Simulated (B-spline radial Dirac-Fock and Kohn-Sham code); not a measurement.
# Dipole and non-dipole photoemission parameters of Ru⁺ 3s

System: the Ru⁺ ion, configuration [Kr] 4d7; threshold 581.4 eV (orbital energy of the model). Calculated with a radial B-spline solver, using Dirac-Hartree-Slater photoionisation with a Latter tail; cross sections with all multipoles, angular parameters from the dipole term and its interference with E2.

For linearly polarised light dσ/dΩ = σ/(4π) [1 + β P₂(cos θ) + (δ + γ cos²θ) sin θ cos φ], with θ from the polarisation vector and φ the angle between the beam and the projection of the electron momentum on the plane normal to the polarisation.

| hν (eV) | σ (kb) | β | γ |
| --- | --- | --- | --- |
| 600 | 122 | 1.988 | 0.648 |
| 696 | 103 | 1.990 | 0.599 |
| 800 | 86.6 | 1.991 | 0.505 |
| 1230 | 47.3 | 1.993 | 0.218 |
| 1253.6 | 45.9 | 1.993 | 0.206 |
| 1260 | 45.6 | 1.993 | 0.203 |
| 1630 | 30.2 | 1.994 | 0.061 |
| 1720 | 27.7 | 1.994 | 0.036 |
| 2460 | 14.8 | 1.995 | -0.078 |
| 3390 | 8.23 | 1.995 | -0.086 |
| 5414.7 | 3.28 | 1.996 | 0.099 |
| 7880 | ? | ? | ? |
| 9251.7 | 1.06 | 1.995 | 0.607 |
| 9410 | 1.03 | 1.995 | 0.628 |

Question: Give the values at 7880 eV.

Answer: σ = 1.50 kb, β = 1.995, γ = 0.421. For an s subshell δ is negligible.
